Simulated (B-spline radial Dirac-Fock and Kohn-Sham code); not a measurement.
Kohn-Sham estimates against Dirac-Fock for the levels of Pb⁵⁺

System: Pb⁵⁺ in the configuration 1s2 2s2 2p6 3s2 3p6 3d10 4s2 4p6 4d10 4f14 5s2 5p6 5d9.

The density-functional columns are spherical, spin-unpolarised Dirac-Kohn-Sham results without Breit or QED terms: −ε is minus the orbital energy of the initial state and ΔSCF the difference of two total energies. The reference in the last column comes from Dirac-Fock (average of configuration) total-energy differences with a finite nucleus, the Breit interaction including its frequency dependence, and self-energy and vacuum-polarisation corrections. All numbers are from a radial B-spline solver, in eV; a selection of levels is shown. For the 1s level of heavy atoms much of the gap between ΔSCF and the reference is the Breit and QED part, -494.0 eV here; for other levels the error of the functional can be larger.

```csv
level,PBE −ε,PBE ΔSCF,LDA −ε,LDA ΔSCF,Dirac-Fock
K (1s),87978.2,88625.4,87909.6,88554.6,88070.6
L1 (2s),15773.0,15895.1,15762.7,15885.1,15938.1
L2 (2p1/2),15156.5,15314.6,15151.7,15309.9,15270.1
L3 (2p3/2),12967.2,13098.0,12964.7,13095.6,13105.6
M1 (3s),3831.7,3869.5,3829.0,3867.0,3928.3
M2 (3p1/2),3551.9,3592.6,3550.9,3591.7,3629.9
M3 (3p3/2),3063.4,3099.7,3063.0,3099.5,3142.0
M4 (3d3/2),2600.9,2644.5,2601.3,2644.9,2657.3
N1 (4s),913.8,932.4,912.6,931.2,969.5
N2 (4p1/2),792.4,811.0,791.9,810.5,840.1
N3 (4p3/2),672.8,690.3,672.2,689.7,719.9
N4 (4d3/2),474.4,491.8,474.5,491.8,509.0
N6 (4f5/2),195.3,212.1,195.8,212.6,211.3
N7 (4f7/2),190.2,206.9,190.8,207.4,206.5
O1 (5s),202.9,213.7,203.3,214.1,222.6
O2 (5p1/2),161.2,171.6,161.7,172.1,176.4
O3 (5p3/2),138.5,148.3,138.7,148.5,153.7
"O4,5 (5d)",78.02,86.55,78.29,86.82,85.22
```

Problem. Order the estimates of the K (1s) level by their distance from the Dirac-Fock value, nearest first.
A. PBE ΔSCF
B. LDA ΔSCF
C. LDA −ε
D. PBE −ε

Solution. D (92.4 eV), C (161.0 eV), B (484.0 eV), A (554.9 eV).

An eigenvalue near the reference for a deep level is a cancellation of errors: it lacks relaxation, carries self-interaction and omits Breit and QED terms.

Values without a named source are computed, but for edge energies of neutral atoms, which are taken from tables.
